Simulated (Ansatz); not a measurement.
Stepwise reaction of `[CH3][SnH]([CH3])[Cl]` with water, as a gas-phase model of exchange steps in deposition or etching. ΔE in kJ/mol; ΔG adds harmonic PBE0-D4 terms to CCSD(T)/CBS, at 1 bar.

Computed with Ansatz on PBE0-D4/def2-TZVP structures; ΔE is electronic, products minus reactants. CBS: MP2 limit from def2 TZ/QZ plus the TZ coupled-cluster correction, frozen cores. This one scheme is used for every species. DFT in def2-TZVPP. B3LYP here is the variant with VWN-RPA as its local correlation; programs differ in this. def2 core potentials past Kr. For Sn outer-core shells are correlated without core-valence functions, which leaves a few kJ/mol of doubt a bond. One conformer a species, not always the lowest.

| step | reaction | PBE-D4 | B3LYP-D4 | ωB97M-V | CCSD(T)/CBS | ΔG(500 K) |
| --- | --- | --- | --- | --- | --- | --- |
| 2 | `[CH3][SnH]([OH])[Cl]` + H₂O → `[OH][SnH]([OH])[Cl]` + CH₄ | -38.3 | -41.5 | -38.2 | -34.3 | -25.1 |

Task: Give the row of step 1, `[CH3][SnH]([CH3])[Cl]` + H₂O → `[CH3][SnH]([OH])[Cl]` + CH₄. (Estimate.)

Result: Computed: 
| step | reaction | PBE-D4 | B3LYP-D4 | ωB97M-V | CCSD(T)/CBS | ΔG(500 K) |
| --- | --- | --- | --- | --- | --- | --- |
| 1 | `[CH3][SnH]([CH3])[Cl]` + H₂O → `[CH3][SnH]([OH])[Cl]` + CH₄ | -46.2 | -50.4 | -45.5 | -41.1 | -36.4 |

Task: By hand: ΔE of the 2 steps together at CCSD(T)/CBS.

Result: (-41.1) + (-34.3) = -75.4 kJ/mol, or -37.7 kJ/mol a step.

In ΔE each step is higher than the one before. All are downhill at CCSD(T)/CBS. ΔG lies between -36.4 and -25.1 kJ/mol a step. PBE-D4 differs from CCSD(T)/CBS by -5.1 to -4.0 kJ/mol a step. Only this route is followed, and other bonds may react first. Isolated molecules leave out the surface, adducts and barriers. Largest T1 diagnostic: 0.013.
